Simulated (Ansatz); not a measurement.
Geometry optimisation, UKS B3LYP-D4/def2-SVP (Ansatz 0.2.0).

Input:

```yaml
crystal:
  periodic: [false, false, false]
  atoms:
    - { symbol: Ga, position_ang: [-0.01587, 0.0, -0.306346] }
    - { symbol: H, position_ang: [0.053308, 0.0, 2.467014] }
    - { symbol: Cl, position_ang: [1.897626, 0.0, -1.396008] }
    - { symbol: H, position_ang: [-1.336929, 0.0, -1.253097] }
    - { symbol: H, position_ang: [-0.017935, 0.0, 3.183437] }
magnetization:
  spin_polarized: true
  initial_magnetization: 1
basis:
  gaussian: { orbitals: def2-SVP }
hamiltonian:
  xc: b3lyp
  dispersion: d4
relax:
  f_tol: 0.03
  max_steps: 50
```

Launched with:

```bash
$ ansatz run input.yaml --threads 1 --pin off --max-ram 2048MiB --backend cpu --events-out ev --progress --plain --runs-dir out
```

**Question.** Where does it end, and by what steps?

**Answer.** The forces met the threshold. After 3 steps the energy has fallen by 0.065 eV; H5 moved furthest, 0.36 Å.

```tsv
step	energy less start (eV)	largest force component (eV/Å)	accepted
0	0.0000	1.792	yes
1	-0.0590	0.091	yes
2	-0.0638	0.061	yes
3	-0.0651	0.006	yes
```

```xyz
5
Properties=species:S:1:pos:R:3
Ga -0.014 0.000 -0.539
H 0.045 0.000 2.786
Cl 1.904 0.000 -1.607
H -1.327 0.000 -1.488
H -0.028 0.000 3.544
```

Whether the end is a true minimum wasn't checked by a vibrational analysis.

Run time: 7.5 s on 1 thread of Intel(R) Xeon(R) 6975P-C (Granite Rapids), with other jobs on the host, peak memory 0.18 GiB.
